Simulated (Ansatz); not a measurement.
A run for Ansatz (a program for electronic structure): U-CCSD(T)/def2-TZVPP on Li2-, 2S+1 = 4, a spin state set in the input, which need not be the lowest, a point of a bond scan (R = 3.779 Å). Charge -1.

Ansatz 0.2 input:
```yaml
crystal:
  periodic: [false, false, false]
  atoms:
    - {symbol: Li, position_ang: [0.00000000, 0.00000000, 0.00000000]}
    - {symbol: Li, position_ang: [0.00000000, 0.00000000, 3.77921800]}
basis:
  gaussian:
    orbitals: def2-TZVPP
total_charge: -1
magnetization: {spin_polarized: true, initial_magnetization: 3}
correlation: {method: ccsd_t, electrons: valence}
output: {orbitals: {seedname: ./end}}
```

The log:

```
WARN ansatz: RAYON_NUM_THREADS=1 ignored (pool sized by the plan → 1); use --threads N
Functional definition: HF
integrals: 0.01 GiB planned
297 factors; integrals over basis functions are off by at most 1.1e-3 eV
mean field: 0.05 GiB planned
mean field evaluation 1: about -403.9667 eV, gradient 2.4e0 eV
mean field evaluation 2: about -403.9757 eV, gradient 2.4e0 eV
mean field evaluation 4: about -404.2283 eV, gradient 1.8e-1 eV
mean field evaluation 8: about -404.2300 eV, gradient 3.0e-6 eV
mean field evaluation 16: about -403.4768 eV, gradient 2.6e0 eV
mean field evaluation 32: about -404.2300 eV, gradient 5.2e-2 eV
mean field evaluation 64: about -403.7980 eV, gradient 9.0e-2 eV
mean field evaluation 96: about -401.9868 eV, gradient 2.7e-4 eV
mean field evaluation 128: about -401.0081 eV, gradient 2.7e-2 eV
mean field evaluation 160: about -402.6120 eV, gradient 1.2e-1 eV
mean field evaluation 192: about -401.7005 eV, gradient 2.0e-2 eV
mean field evaluation 224: about -400.8251 eV, gradient 4.2e-1 eV
mean field evaluation 256: about -400.6800 eV, gradient 4.9e-2 eV
mean field evaluation 288: about -402.6129 eV, gradient 3.8e-3 eV
mean field -404.23004905 eV, -14.8551803055 hartree, gradient 3.8e-6 eV, S^2 3.750011; 15 other end points of the search recorded, 0 dependent functions left out
determinant -404.23004905 eV, -14.8551803055 hartree, with singles and doubles -406.28122661 eV, -14.9305596904 hartree
determinant -403.79847669 eV, -14.8393203138 hartree, with singles and doubles -406.03687708 eV, -14.9215800111 hartree
determinant -402.61290454 eV, -14.7957513409 hartree, with singles and doubles -405.03561279 eV, -14.8847842270 hartree
determinant -401.99943595 eV, -14.7732067863 hartree, with singles and doubles -404.51232995 eV, -14.8655539372 hartree
determinant -401.98683428 eV, -14.7727436833 hartree, with singles and doubles -404.72587192 eV, -14.8734014601 hartree
determinant -401.70056278 eV, -14.7622233997 hartree, with singles and doubles -403.77606063 eV, -14.8384965390 hartree
determinant -401.00816902 eV, -14.7367783984 hartree, with singles and doubles -403.22392514 eV, -14.8182059340 hartree
determinant -400.92636949 eV, -14.7337723212 hartree, with singles and doubles -403.26003327 eV, -14.8195328832 hartree
determinant -400.87333984 eV, -14.7318235173 hartree, with singles and doubles -403.23479959 eV, -14.8186055624 hartree
determinant -404.23004905 eV, -14.8551803055 hartree, with singles and doubles -406.28065224 eV, -14.9305385827 hartree
determinant -403.79847669 eV, -14.8393203138 hartree, with singles and doubles -406.03301744 eV, -14.9214381718 hartree
reference -404.23004905 eV, -14.8551803055 hartree; 5, 2 occupied and 33, 36 virtual orbitals, 297 factors
second order -1.74638862 eV of doubles, -0.00000000 eV of singles
coupled cluster: 0.07 GiB planned
cycle   1  -2.05060465 eV  change   -1.5e-6 eV  update   3.0e-6
perturbative correction -0.00242282 eV, -0.0000890369 hartree
Total energy: -406.28307652 eV, -14.9306276734 hartree
```

Self-consistency was reached.

Cost: about 2.4 core-seconds (a rough figure).
